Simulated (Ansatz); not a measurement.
Abridged output of a molecular run in Ansatz:

```
Functional definition: HF
1194 factors; integrals over basis functions are off by at most 9.2e-4 eV
mean field evaluation 1: about -20533.3920 eV, gradient 3.0e1 eV
mean field evaluation 2: about -20533.3962 eV, gradient 3.0e1 eV
mean field evaluation 4: about -20537.0656 eV, gradient 2.7e0 eV
mean field evaluation 8: about -20537.1489 eV, gradient 1.5e-1 eV
mean field -20537.14935724 eV, -754.7263182989 hartree, gradient 6.8e-6 eV, S^2 0.753868; 0 other end points of the search recorded, 0 dependent functions left out
12 core orbitals not correlated: weight in the atoms' cores, before any rotation towards them, 1.000 or more for the frozen orbitals, at most 0.000 for the correlated occupied ones
reference -20537.14935724 eV, -754.7263182989 hartree; 13, 12 occupied and 177, 178 virtual orbitals, 1194 factors
second order -19.15011071 eV of doubles, -0.00000000 eV of singles
cycle   1  -19.42338594 eV  change   -2.7e-1 eV  update   1.0e-1
cycle   2  -19.91233690 eV  change   -4.9e-1 eV  update   3.1e-2
cycle   3  -20.03841204 eV  change   -1.3e-1 eV  update   1.6e-2
cycle   4  -20.02672563 eV  change    1.2e-2 eV  update   4.5e-3
cycle   5  -20.02581346 eV  change    9.1e-4 eV  update   2.2e-3
cycle   6  -20.02681002 eV  change   -1.0e-3 eV  update   7.7e-4
cycle   7  -20.02663799 eV  change    1.7e-4 eV  update   3.3e-4
cycle   8  -20.02667250 eV  change   -3.5e-5 eV  update   1.1e-4
cycle   9  -20.02672564 eV  change   -5.3e-5 eV  update   3.9e-5
cycle  10  -20.02671551 eV  change    1.0e-5 eV  update   1.5e-5
perturbative correction -0.62434967 eV, -0.0229444272 hartree
Total energy: -20557.80042242 eV, -755.4852309465 hartree
Checks for a lower state left out: cluster_reference
```

Its atoms:

```xyz
8

F    -0.917    1.825    1.110
Si    0.379    0.931    0.864
O     0.191    0.070   -0.495
Si   -0.690   -1.014   -1.360
H     1.530    1.838    0.692
H     0.516    0.028    2.029
H     0.207   -1.604   -2.391
H    -1.216   -2.074   -0.449
```

Question: Which basis set was used?
A. cc-pV(Q+d)Z
B. def2-SVPD
C. def2-TZVPP
D. cc-pV(D+d)Z

Answer: C. It gives 202 functions.

Question: Write the keys of the input that set method, charge and spin (a neutral closed shell needs none for the last two).

Answer: 
```yaml
magnetization: {spin_polarized: true, initial_magnetization: 1}
correlation: {method: ccsd_t}
scf: {omitted_lower_state_checks: [cluster_reference]}
```
